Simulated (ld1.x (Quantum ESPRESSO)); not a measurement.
**Cr, TM: configuration errors across variants**

Cr, norm-conserving Troullier–Martins (Kleinman–Bylander form), made with ld1.x (Quantum ESPRESSO) 7.5 (LDA (PZ), scalar-relativistic). Core [Ar], reference 3d5 4s1 4p0. Waves: 4s (bound): rc 2.90 bohr; 4p (bound, empty): rc 3.45 bohr; 3d (bound): rc 1.80 bohr. Local part: the d channel. Core correction: Bessel-smoothed model core inside 1.00 bohr.

All-electron excitation energies from the reference (eV): (1) 3d5 4s0 4p0 7.140; (2) 3d4 4s0 4p0 23.483; (3) 3d3 4s0 4p0 54.509; (4) 3d2 4s0 4p0 103.138; (5) 3d5 4s0 4p1 3.204; (6) 3d5 4s1 4p0 spin -4.916; (7) 3d5 4s0 4p0 spin 2.685.

Spin tests fill each open shell by Hund’s rule, majority spin first.

Tests that are not counted but printed errors over 1 eV. “base”: 3d4 4s1 4p1 (solver errors, printed error -2.5 eV); 3d6 4s0 4p0 (pseudo-atom not self-consistent, printed error -269 eV). “wave 4p (bound): rc 3.45 bohr becomes 4p (bound): rc 3.98 bohr”: 3d4 4s1 4p1 (solver errors, printed error -2.3 eV); 3d6 4s0 4p0 (pseudo-atom not self-consistent, printed error -172 eV). “wave 4s (bound): rc 2.90 bohr becomes 4s (bound): rc 3.58 bohr”: 3d4 4s1 4p1 (solver errors, printed error -2.4 eV); 3d6 4s0 4p0 (pseudo-atom not self-consistent, printed error -169 eV). “all radii but the core radius scaled by about 0.94 (s 2.74, p 3.26, d 1.70 bohr)”: 3d6 4s0 4p0 (pseudo-atom not self-consistent, printed error -167 eV). “core correction Bessel-smoothed model core inside 1.48 bohr”: 3d4 4s1 4p1 (solver errors, printed error -3.5 eV); 3d6 4s0 4p0 (pseudo-atom not self-consistent, printed error -171 eV).

2 further variants failed, have other tests or another functional or relativity, and are left out.

A true bound ghost makes a file unfit for plane-wave use even where its test errors are small: the radial tests pick states by their node count and pass the ghost by. Where a test does run into it, the solver fails or the error is huge.

Errors AE − PS in meV (a dash: test not solved or not reliable):

| change | (1) | (2) | (3) | (4) | (5) | (6) | (7) | bound ghosts |
| --- | --- | --- | --- | --- | --- | --- | --- | --- |
| base | -14 | -123 | -847 | -2483 | -2.2 | +179 | +165 | s, p |
| wave 4p (bound): rc 3.45 bohr becomes 4p (bound): rc 3.98 bohr | -14 | -123 | -847 | -2483 | -1.2 | +179 | +165 | s, p |
| wave 4s (bound): rc 2.90 bohr becomes 4s (bound): rc 3.58 bohr | -14 | -191 | -1020 | -2789 | -5.1 | +190 | +175 | s, p |
| all radii but the core radius scaled by about 0.94 (s 2.74, p 3.26, d 1.70 bohr) | -17 | -101 | -823 | -2632 | -3.0 | +149 | +129 | s, p |
| core correction Bessel-smoothed model core inside 1.48 bohr | -14 | -123 | -838 | -2436 | -2.1 | +410 | +409 | s, p |
| wave 4s (bound): rc 2.90 bohr becomes 4s (bound): rc 3.14 bohr | -13 | -141 | -895 | -2568 | -2.6 | +182 | +169 | s, p |
| local potential all-electron potential smoothed inside 1.40 bohr (lloc = -1) | -14 | -95 | -721 | -2256 | -1.8 | +179 | +165 | s |
| wave 4s (bound): rc 2.90 bohr becomes 4s (bound): rc 4.08 bohr | -19 | -268 | -1203 | -3102 | -11 | +203 | +178 | s, p |

Q: Give the same row for: wave 3d (bound): rc 1.80 bohr becomes 3d (bound): rc 1.68 bohr.

A: -16, -112, -852, -2686, -2.7, +150, +132; bound ghosts: s, p. Not counted: 3d6 4s0 4p0 (pseudo-atom not self-consistent, printed error -164 eV).
